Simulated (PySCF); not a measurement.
## Correlation energy of Se⁺ (selenium, charge +1)

[Ar] 3d10 4s2 4p2 4d1, one real determinant (an excited configuration). All numbers are calculated (PySCF 2.14, the spin-free X2C one-electron Hamiltonian (Gaussian nucleus), in aug-cc-pVDZ-DK (6s5p3d, 36 functions)). Frozen: [Ar] 3d10; 5 electrons correlated.

MP2 pair energies summed by pair of shells (mhartree):

| pair | energy | share (%) |
| --- | --- | --- |
| 4s-4p | -25.95 | 44.7 |
| 4s-4s | -12.71 | 21.9 |
| 4s-4d | -10.70 | 18.4 |
| 4p-4p | -4.44 | 7.6 |
| 4p-4d | -4.28 | 7.4 |

Total MP2 correlation energy: -58.08 mhartree.

Same-spin part -12.46 and opposite-spin part -45.62 mhartree; SCS-MP2 scales them by 1/3 and 6/5 to -58.90 mhartree.

The reference is one real determinant that mixes LS terms of this configuration.
